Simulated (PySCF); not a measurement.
# Sr+: excitation energy

Sr+ [Kr] 5s1 (2S) → Sr+ [Kr] 5p1 (2P), as a difference of total energies. All numbers are calculated (PySCF 2.14, a scalar-relativistic core potential, in def2-QZVPPD with the def2 core potential (28 electrons) (7s5p4d3f, 63 functions)). Correlated levels: valence and next inner shell: nothing frozen outside the core potential. The calculations carry no spin-orbit coupling.

```tsv
method	excitation energy (eV)	error (eV)
UHF	2.747	-0.260
MP2 (valence and next inner shell)	3.000	-0.007
SCS-MP2 (valence and next inner shell)	2.950	-0.057
CCSD (valence and next inner shell)	2.975	-0.032
CCSD(T) (valence and next inner shell)	2.992	-0.015
```

Reference: 3.007 eV (measured; NIST levels, between the centres of gravity of the two terms).

Errors of the correlated levels include the incompleteness of this basis.
